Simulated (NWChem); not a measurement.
Molecule: CH$_{7}$NO$_{2}$Si; SMILES CN[SiH](O)O

```xyz
12

Si     0.1994     0.4363    -0.2006
O      1.2529     1.2762     0.7812
O     -1.1049     1.4561    -0.2880
N     -0.2391    -1.0970     0.4207
C     -0.2312    -2.3511    -0.2919
H      0.7935     0.1588    -1.5385
H      2.0509     0.8083     1.0417
H     -0.9098     2.3726    -0.0696
H     -0.7295    -1.1290     1.3085
H     -1.2458    -2.7317    -0.5110
H      0.3093    -3.1437     0.2566
H      0.2788    -2.2268    -1.2596
```
Atoms are numbered in this order, from 1.

Program: NWChem. Pople sets run with spherical d functions. All runs use the structure optimised with PBE0/def2-SVP. No frequency run checked for a minimum. B3LYP is NWChem's, with the RPA form of VWN correlation. GIAO values for the isolated, static molecule; σ is the absolute isotropic shielding, δ = σ(reference) − σ with the isolated reference molecule computed at the same levels (1H: tetramethylsilane, 15N: ammonia, 17O: water, 29Si: tetramethylsilane).

For level KT2/pcSseg-1:

```
Property    Value
----------  -----
δ O3 (ppm)   52.7
δ N4 (ppm)   46.9
δ H6 (ppm)   4.83
δ H7 (ppm)   1.05
δ H8 (ppm)   1.32
```

Problem. What are these values for level B3LYP/6-311G**?

Solution. 
* **δ O3 (ppm)**: 50.8
* **δ N4 (ppm)**: 49.1
* **δ H6 (ppm)**: 4.63
* **δ H7 (ppm)**: 0.89
* **δ H8 (ppm)**: 1.08
